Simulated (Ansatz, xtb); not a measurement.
Relaxing a trial structure of BGeH2O+

The starting geometry of this gas-phase singlet was built from a drawn formula by distance geometry and a force field; its bonds are those of `[B+]1[O][GeH2]1`.

```xyz
5

B    -2.6345   -1.9565   -1.3836
Ge   -1.2632   -0.7597   -0.5347
O    -2.3061   -2.0452    0.0881
H    -0.3468   -0.2985    0.6461
H    -2.1391    0.3941   -1.0727
```

Question: Where would you expect an optimisation with r2SCAN-D4/def2-SVP to take it?

Answer: A bond breaks, leaving `O=[B][GeH2+]`. Distances that change by over a tenth: B1–O3 (1.51 → 1.20 Å). Contacts that open: Ge2–O3 (1.77 → 3.22 Å).

The energy falls by 3.43 eV over 15 steps:

```
step  E − E(last) (eV)
   1             3.428
   3             1.614
   4             1.117
   6             0.836
   7             0.724
   9             0.452
  10             0.311
  12             0.052
  13             0.001
  15             0.000
```

Final geometry (Å):

```xyz
5

B    -2.4305   -2.0008   -0.4532
Ge   -1.3338   -0.3103   -0.4503
O    -3.0841   -3.0078   -0.4549
H     0.0253   -0.2882    0.2358
H    -1.8667    0.9414   -1.1341
```

From the same start GFN2-xTB reaches the same bonding as this run.

No frequencies were run, so the end isn't proven a minimum. Run with Ansatz 0.2.0, 9 s on 2 threads of Intel(R) Xeon(R) 6975P-C (Granite Rapids), on a shared host.
